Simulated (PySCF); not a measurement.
Simulation results for AlGeH₂NO

Calculation on a computer-drawn molecule: optimised geometry and harmonic frequencies of an isolated molecule of the commonest isotopes, restricted reference for singlets and unrestricted otherwise, frozen core in MP2; on germanium a core potential holds 10 electrons, which the energies leave out, and 3d is frozen in MP2 and coupled-cluster steps. Program: PySCF 2.14.0.

## AlGeH₂NO

Start structure:
```xyz
6
AlGeH2NO
O     -0.0531     2.2907     0.5756
Al     0.8280     2.2072    -0.7819
N      1.8244     2.0646    -2.2295
Ge     1.4773     2.7207    -3.9021
H     -0.5913     2.3085     1.4389
H      2.9714     2.0953    -4.2989
```

```
charge                                        : 0
multiplicity                                  : 1
method                                        : HF
basis                                         : cc-pV(D+d)Z
basis and core potential on germanium         : cc-pVDZ-PP ECP10MDF
rotational constants                          : 159.5, 1.031, 1.024 GHz
total energy                                  : -665.7752 hartree
convergence status largest gradient component : 2.614e-05 hartree/bohr
```

Drawn bonds:
```csv
atom,other atom,order
1,2,1
2,3,2
3,4,1
1,5,1
4,6,1
```

Optimised structure:
```xyz
6
AlGeH2NO
O     -0.1894     2.3504     0.6036
Al     0.5349     2.3798    -0.8809
N      1.2354     2.4156    -2.3494
Ge     1.7383     2.6171    -4.0618
H     -0.0352     2.0431     1.4791
H      3.1725     1.8809    -3.9885
```

Modes:
```csv
frequency (cm⁻¹),reduced mass (dalton)
56.63,3.556
63.11,7.786
133.9,1.096
183.5,5.647
234,18.69
371.1,2.414
415,2.482
827.9,1.089
936.2,7.239
1344,14.44
1849,1.024
4259,1.07
```
